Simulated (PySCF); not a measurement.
C2H8Sn, SMILES [CH3][SnH2][CH3].

Geometry optimised at r2SCAN-D4/def2-SVP. The structure was generated by enumeration; whether it is a known compound was not checked. The def2 effective core potentials stand for the cores of Sn; spin–orbit coupling is left out.

Method: PBE0/def2-TZVP in PySCF.

Symmetry labels are those of the subgroup C2v that the program uses (full group C2v).

List the valence orbital energies around the gap with their symmetry. (Estimate from the structure and the level; the computed values follow.)


| orbital | symmetry | energy (eV) |
|---|---|---|
| HOMO−7 | A1 | -13.39 |
| HOMO−6 | B2 | -11.38 |
| HOMO−5 | A1 | -11.31 |
| HOMO−4 | B1 | -11.10 |
| HOMO−3 | A2 | -11.09 |
| HOMO−2 | B2 | -8.57 |
| HOMO−1 | A1 | -8.28 |
| HOMO | B1 | -8.01 |
| LUMO | B1 | 0.48 |
| LUMO+1 | A1 | 0.58 |
| LUMO+2 | A1 | 1.27 |
| LUMO+3 | B2 | 1.77 |
